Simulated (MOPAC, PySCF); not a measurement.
GaI₃, SMILES `[Ga]([I])([I])[I]`, neutral singlet in the gas phase. 

Z-matrix (Å, degrees):
```
Ga
I 1 2.4957
I 1 2.4957 2 120.00
I 1 2.4957 2 120.00 3 179.99
```
Charge 0, spin multiplicity 1.

All levels are single points at this geometry (PBE-D3(BJ)/def2-SVP); Pople sets use spherical d functions. Orbital energies aren't observables, and empty levels follow the basis.

```json
[
 {"level": "PBE-D3(BJ)/def2-TZVP in PySCF", "HOMO (eV)": "-6.65", "LUMO (eV)": "-3.46", "gap (eV)": "3.19", "dipole (D)": "0.00", "vertical IE, Delta-SCF (eV)": "8.96"},
 {"level": "B3LYP/6-311+G** (LANL2DZ on Ga, I) in PySCF", "HOMO (eV)": "-7.74", "LUMO (eV)": "-3.08", "gap (eV)": "4.66", "dipole (D)": "0.00", "vertical IE, Delta-SCF (eV)": "–"},
 {"level": "B3LYP/6-31G* (LANL2DZ on I) in PySCF", "HOMO (eV)": "-7.57", "LUMO (eV)": "-2.99", "gap (eV)": "4.58", "dipole (D)": "0.00", "vertical IE, Delta-SCF (eV)": "9.45"},
 {"level": "B3LYP/LANL2DZ in PySCF", "HOMO (eV)": "-7.74", "LUMO (eV)": "-3.08", "gap (eV)": "4.66", "dipole (D)": "0.00", "vertical IE, Delta-SCF (eV)": "–"},
 {"level": "BP86/6-31G* (LANL2DZ on I) in PySCF", "HOMO (eV)": "-6.82", "LUMO (eV)": "-3.68", "gap (eV)": "3.15", "dipole (D)": "0.00", "vertical IE, Delta-SCF (eV)": "–"},
 {"level": "M06-2X/6-31G* (LANL2DZ on I) in PySCF", "HOMO (eV)": "-8.75", "LUMO (eV)": "-1.87", "gap (eV)": "6.88", "dipole (D)": "0.00", "vertical IE, Delta-SCF (eV)": "–"},
 {"level": "PBE/6-31G* (LANL2DZ on I) in PySCF", "HOMO (eV)": "-6.72", "LUMO (eV)": "-3.54", "gap (eV)": "3.18", "dipole (D)": "0.00", "vertical IE, Delta-SCF (eV)": "9.12"},
 {"level": "SVWN5/6-31G* (LANL2DZ on I) in PySCF", "HOMO (eV)": "-6.78", "LUMO (eV)": "-3.72", "gap (eV)": "3.06", "dipole (D)": "0.00", "vertical IE, Delta-SCF (eV)": "–"},
 {"level": "HF/6-31G* (LANL2DZ on I) in PySCF", "HOMO (eV)": "-10.28", "LUMO (eV)": "0.48", "gap (eV)": "10.76", "dipole (D)": "0.00", "vertical IE, Delta-SCF (eV)": "9.96"},
 {"level": "AM1 in MOPAC", "HOMO (eV)": "-10.72", "LUMO (eV)": "-3.71", "gap (eV)": "7.00", "dipole (D)": "0.00", "vertical IE, Delta-SCF (eV)": "–"},
 {"level": "PM3 in MOPAC", "HOMO (eV)": "-10.91", "LUMO (eV)": "-5.66", "gap (eV)": "5.25", "dipole (D)": "0.00", "vertical IE, Delta-SCF (eV)": "–"},
 {"level": "PM6 in MOPAC", "HOMO (eV)": "-10.28", "LUMO (eV)": "-2.72", "gap (eV)": "7.56", "dipole (D)": "0.00", "vertical IE, Delta-SCF (eV)": "–"},
 {"level": "PM7 in MOPAC", "HOMO (eV)": "-9.86", "LUMO (eV)": "-1.65", "gap (eV)": "8.21", "dipole (D)": "0.00", "vertical IE, Delta-SCF (eV)": "–"}
]
```
